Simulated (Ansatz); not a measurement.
A set of 12 reactions (ligand exchange), with CCSD(T)/CBS values in kJ/mol:

```tsv
reaction	ΔE
`C[SiH2]O[SiH2]F` + `C=C(O)F` → `C=C(F)O[SiH2]C` + `O[SiH2]F`	17.5
`[OH][SnH2][Br]` + H₂Se → `[OH][SnH2][SeH]` + HBr	25.7
`CB[S][GeH3]` + `OC[TeH]` → `OC[Te][GeH3]` + `CBS`	-23.6
`[GeH3][Te][GeH3]` + `[GeH3][SeH]` → `[GeH3][Se][GeH3]` + `[GeH3][TeH]`	8.0
`[NH2][GeH2][Si](N)(F)F` + NH₃ → `[NH2][GeH2][NH2]` + `N[SiH](F)F`	-13.2
`[F][Zn][GeH]1[CH2][SiH2]1` + `OB(O)O` → `OB(O)[O][Zn][F]` + `[CH2]1[SiH2][GeH2]1`	50.5
`B[CH2][AlH][CH3]` + HI → `[CH3][AlH][I]` + `BC`	-127.1
`[OH][GeH2][OH]` + CH₃SH → `C[S][GeH2][OH]` + H₂O	-16.5
`BrC[SiH2]Br` + `C#CO` → `C#CO[SiH2]Br` + `CBr`	-89.4
`O[SiH](O)[O][GeH3]` + `[CH3][Al]([OH])[F]` → `[CH3][Al]([F])[O][GeH3]` + `O[SiH](O)O`	2.3
`O[SiH](O)[O][GeH3]` + `CCN[SiH2]Cl` → `CC[N]([GeH3])[SiH2]Cl` + `O[SiH](O)O`	25.0
`C[SiH](S)C#N` + HCl → `C[SiH](S)Cl` + `C#N`	-60.6
```

Gas-phase electronic energies from Ansatz, PBE0-D4/def2-TZVP geometries. CCSD(T)/CBS adds triple-zeta CCSD(T) − MP2 to the extrapolated MP2 energy (def2 sets, frozen cores). This one scheme is used for every species. DFT in def2-TZVPP. B3LYP here is the variant with VWN-RPA as its local correlation; programs differ in this. Elements past krypton have def2 core potentials. For Br, Ge, I, Se, Sn, Te, Zn outer-core shells are correlated without core-valence functions, which leaves a few kJ/mol of doubt a bond. Scalar relativity is left out up to krypton. One conformer a species, not always the lowest.

Question: Give the mean, mean absolute and largest difference (level minus CCSD(T)/CBS, kJ/mol) for: PBE-D4, r2SCAN-D4, PBE0-D4, ωB97M-V, B2PLYP, PBE, r2SCAN, B3LYP, CCSD(T)/def2-TZVPP, HF/def2-QZVPP, SCS-MP2/def2-QZVPP, HF/CBS(def2), MP2/CBS(def2), CCSD/CBS(def2). (Estimate.)

Answer: Computed: 
| level | mean | mean absolute | largest |
| --- | --- | --- | --- |
| PBE-D4 | 4.1 | 5.8 | 19.0 |
| r2SCAN-D4 | 1.9 | 2.4 | 6.9 |
| PBE0-D4 | 2.8 | 3.7 | 12.7 |
| ωB97M-V | 1.9 | 2.5 | 5.2 |
| B2PLYP | 1.1 | 3.4 | 10.5 |
| PBE | 4.5 | 5.3 | 15.0 |
| r2SCAN | 1.9 | 2.6 | 8.6 |
| B3LYP | 3.0 | 4.6 | 16.8 |
| CCSD(T)/def2-TZVPP | 0.4 | 3.3 | -6.9 |
| HF/def2-QZVPP | -1.1 | 13.8 | 28.9 |
| SCS-MP2/def2-QZVPP | -1.2 | 3.6 | -10.5 |
| HF/CBS(def2) | -1.1 | 13.9 | 29.1 |
| MP2/CBS(def2) | -1.8 | 3.2 | -7.2 |
| CCSD/CBS(def2) | 0.0 | 1.6 | -3.7 |

The largest T1 diagnostic in the set is 0.016, for `OB(O)[O][Zn][F]` (customary mark 0.02).

CCSD(T)/CBS is a level of theory with its own doubt, and the functionals carry their triple-zeta basis error, so these figures describe this set and don't rank the functionals.
